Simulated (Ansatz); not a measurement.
Steps of a relaxation of `FC([SiH3])Cl` with RKS PBE-D4/def2-SVP.

```sh
$ ansatz run in.yaml --threads 2 --pin off --events-out ev --progress --plain --max-ram 4352MiB
```

```yaml
crystal:
  periodic: [false, false, false]
  atoms:
    - {symbol: F, position_ang: [-1.492200, 1.083600, 0.119900]}
    - {symbol: C, position_ang: [-0.468600, 0.608900, -0.550000]}
    - {symbol: Si, position_ang: [0.453400, -0.492200, 0.554800]}
    - {symbol: Cl, position_ang: [-0.971200, -0.283900, -1.966000]}
    - {symbol: H, position_ang: [0.136000, 1.443300, -0.931200]}
    - {symbol: H, position_ang: [1.000000, 0.262200, 1.753800]}
    - {symbol: H, position_ang: [1.712900, -1.055100, -0.107900]}
    - {symbol: H, position_ang: [-0.278100, -1.624100, 1.070800]}
basis:
  gaussian: {orbitals: def2-SVP}
hamiltonian: {xc: pbe, dispersion: d4}
relax: {f_tol: 0.03, max_steps: 200}
```

Positions (Å) and forces (eV/Å) along the path, 6 of 6 steps:

```xyz
8
step=1 energy=-24195.8320 eV
F    -1.492    1.084    0.120   -2.586    1.274    1.358
C    -0.469    0.609   -0.550    1.270    0.468   -1.215
Si    0.453   -0.492    0.555    3.066   -0.930    1.288
Cl   -0.971   -0.284   -1.966   -0.548   -0.778   -1.302
H     0.136    1.443   -0.931    0.351    0.399   -0.148
H     1.000    0.262    1.754   -0.259    0.104   -0.156
H     1.713   -1.055   -0.108   -0.405    0.204   -0.044
H    -0.278   -1.624    1.071   -0.888   -0.741    0.219
8
step=2 energy=-24196.1407 eV
F    -1.514    1.100    0.135   -0.919    0.453    0.474
C    -0.458    0.602   -0.541    0.545    0.470   -0.507
Si    0.527   -0.514    0.583    0.961   -0.540    0.688
Cl   -0.986   -0.304   -1.975   -0.272   -0.387   -0.593
H     0.152    1.443   -0.932    0.023    0.140   -0.043
H     0.971    0.304    1.779   -0.014   -0.092   -0.153
H     1.730   -1.055   -0.158   -0.151    0.114    0.102
H    -0.330   -1.634    1.054   -0.173   -0.159    0.031
8
step=3 energy=-24196.2059 eV
F    -1.542    1.129    0.122   -0.051    0.025    0.042
C    -0.459    0.619   -0.553    0.126    0.168    0.008
Si    0.551   -0.531    0.609   -0.012   -0.081    0.072
Cl   -1.013   -0.318   -1.992   -0.022   -0.088   -0.087
H     0.137    1.468   -0.958   -0.056   -0.048    0.010
H     1.009    0.274    1.793   -0.037    0.009    0.025
H     1.753   -1.044   -0.124    0.008   -0.031   -0.056
H    -0.345   -1.654    1.047    0.044    0.045   -0.016
8
step=4 energy=-24196.2081 eV
F    -1.540    1.133    0.125    0.020   -0.001   -0.015
C    -0.454    0.627   -0.552    0.018    0.029    0.065
Si    0.555   -0.531    0.611   -0.024    0.012   -0.016
Cl   -1.006   -0.331   -1.984   -0.007   -0.020   -0.036
H     0.133    1.477   -0.966   -0.026   -0.028    0.000
H     0.998    0.271    1.803    0.013   -0.006    0.007
H     1.747   -1.050   -0.138    0.009    0.004    0.003
H    -0.340   -1.653    1.044   -0.003    0.009   -0.008
8
step=5 energy=-24196.2083 eV
F    -1.540    1.136    0.125    0.019   -0.010   -0.014
C    -0.454    0.627   -0.550   -0.006    0.020    0.032
Si    0.555   -0.530    0.612   -0.007    0.003   -0.012
Cl   -1.006   -0.335   -1.983    0.000   -0.006   -0.003
H     0.130    1.475   -0.968   -0.006   -0.007   -0.005
H     1.000    0.267    1.807    0.003   -0.003    0.000
H     1.748   -1.048   -0.137    0.000    0.004    0.004
H    -0.342   -1.650    1.040   -0.003   -0.002   -0.001
8
step=6 energy=-24196.2084 eV
F    -1.538    1.139    0.124   -0.002    0.001   -0.002
C    -0.454    0.629   -0.549    0.003   -0.001    0.000
Si    0.555   -0.529    0.612    0.003    0.001    0.001
Cl   -1.007   -0.340   -1.979   -0.002    0.000    0.000
H     0.130    1.475   -0.973    0.000   -0.002    0.002
H     1.000    0.263    1.810   -0.001    0.000    0.001
H     1.749   -1.043   -0.137    0.000    0.000   -0.001
H    -0.343   -1.651    1.035    0.000    0.001   -0.001
```

Run time 9.1 s (2 threads of an AMD EPYC 7B13 on a shared host); peak host memory 0.16 GiB.
